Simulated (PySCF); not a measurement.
Electron correlation in N²⁺ (nitrogen, charge +2)

[He] 2s2 2p1, 2P determinant. Calculation: PySCF 2.14, in x2c-TZVPall (5s3p2d1f, 31 functions); scalar relativity by spin-free X2C-1e. Frozen: 1s2; 3 electrons correlated.

MP2 pair energies summed by pair of shells (mhartree):

```csv
pair,energy,share (%)
2s-2s,-32.68,59.0
2s-2p,-22.75,41.0
```

Total MP2 correlation energy: -55.43 mhartree.

Same-spin part -3.45 and opposite-spin part -51.98 mhartree; SCS-MP2 scales them by 1/3 and 6/5 to -63.53 mhartree.

| level | correlation energy (mhartree) |
| --- | --- |
| CCSD | -82.30 |
| (T) | -1.02 |
| CCSD(T) | -83.32 |

Diagnostics: T1 = 0.0068, D1 = 0.0131, largest double amplitude 0.137.

Q: Is a single reference adequate?

A: Mostly. T1 lies below 0.03, but a double amplitude of this size points to a near-degeneracy that CCSD handles and MP2 describes poorly.
